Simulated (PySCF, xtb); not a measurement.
KCl, SMILES [Cl][K].

Harmonic wavenumbers (cm⁻¹) from xtb with GFN2-xTB at its own minimum, in rising order: 213.

### Question
What does PBE0-D3(BJ)/def2-TZVPD (PySCF) give at its own minimum? (The exact figures need the calculation; the answer reports its results.)

### Answer
270. Paired by order, the mean absolute difference is 58 cm⁻¹ and the zero-point energies are 0.3 and 0.4 kcal/mol.
